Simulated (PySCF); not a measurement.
Working out the ionisation energy of Zn²⁺

Zn²⁺ [Ar] 3d10 (1S) → Zn³⁺ [Ar] 3d9 (2D). Computed with PySCF 2.14 in dyall-av2z, with the non-relativistic Hamiltonian (point nucleus). Frozen: [Ar]; the 34 highest virtual orbitals dropped. Energies in hartree (1 hartree = 27.21139 eV):

```json
{"part": "UHF", "Zn²⁺ (lower)": "-1776.929122", "Zn³⁺ (upper)": "-1775.556400"}
{"part": "CCSD correlation", "Zn²⁺ (lower)": "-0.342061", "Zn³⁺ (upper)": "-0.263430"}
{"part": "(T)", "Zn²⁺ (lower)": "-0.006958", "Zn³⁺ (upper)": "-0.003151"}
```

Task: What does Hartree-Fock give?

Result: (-1775.556400) − (-1776.929122) = 1.372722 hartree = 37.354 eV.

Task: What do CCSD and CCSD(T) give?

Result: The CCSD correlation energies differ by 0.078631 hartree = 2.140 eV and the triples by 0.003807 hartree = 0.104 eV, so CCSD gives 39.494 eV and CCSD(T) 39.598 eV.

A first-order spin-orbit estimate adds -0.139 eV to CCSD(T) (valence), giving 39.459 eV against 39.723 eV (measured; NIST Atomic Spectra Database, ionization energies).

The calculation is non-relativistic.

A double-zeta basis recovers only part of the correlation energy.

What remains against the reference includes basis incompleteness, the frozen core and higher excitations.
